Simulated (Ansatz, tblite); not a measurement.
Spin states of the cluster BeS2⁻ (the lowest doublet isomer of a short search), each relaxed with PBE0-D4/def2-TZVPD in Ansatz. Electronic energies in the gas phase.

The xTB rows come from tblite. HSE06 is defined as in plane-wave codes, on full-range PBE exchange. Correlated methods freeze 10 core orbitals. In CCSD on the charge -1 doublet the largest single amplitude is 0.32, so its Hartree–Fock determinant may place the open shell otherwise than the density functionals do. The structure comes from a short search, and lower isomers may exist.

Doublet geometry (D∞h within 0.1 Å):

```csv
atom,x (Å),y (Å),z (Å)
Be1,0.0000,0.0000,0.0000
S2,-0.3819,-1.5084,1.0327
S3,0.3818,1.5085,-1.0327
```

Quartet geometry (C2v within 0.1 Å):

```xyz
3

Be    0.254    0.752    0.567
S     0.689   -1.162    0.393
S    -0.943    0.409   -0.960
```

⟨S²⟩: doublet 0.77 at PBE0-D4/def2-TZVPD (pure 0.75), quartet 3.77 at PBE0-D4/def2-TZVPD (pure 3.75).

Run but left out: HF/STO-3G, HF/def2-TZVPD, HF/def2-TZVPPD, MP2/def2-TZVPD, MP2/def2-TZVPPD (doublet: a determinant that CCSD turns far, T1 0.061).

Only these spin states were relaxed.

```tsv
level	quartet − doublet (kJ/mol)	lowest of these	remarks
GFN1-xTB	321.6	doublet	–
GFN2-xTB	378.0	doublet	–
r2SCAN-D4/def2-TZVPD	259.4	doublet	HOMO above zero (quartet)
r2SCANh-D4/def2-TZVPD	259.6	doublet	HOMO above zero (quartet)
PBE0-D4/def2-TZVPD	261.9	doublet	HOMO above zero (quartet)
r2SCAN0-D4/def2-TZVPD	260.0	doublet	–
HSE06-D4/def2-TZVPD	262.2	doublet	HOMO above zero (quartet)
BHLYP-D4/def2-TZVPD	282.7	doublet	–
ωB97X-V/def2-TZVPD	281.6	doublet	–
RPA@PBE/def2-TZVPD	269.2	doublet	–
CCSD/def2-TZVPPD	270.3	doublet	large T1 (0.060) (quartet), large T1 (0.061) (doublet)
CCSD(T)/def2-TZVPPD	266.4	doublet	large T1 (0.060) (quartet), large T1 (0.061) (doublet)
```

Change of the quartet − doublet gap on mixing in exact exchange, in kJ/mol: r2SCAN to r2SCANh (10 % exact exchange) 0.3; r2SCAN to r2SCAN0 (25 % exact exchange) 0.7.

The xTB methods have no term that favours high spin, so they put low spin too low.
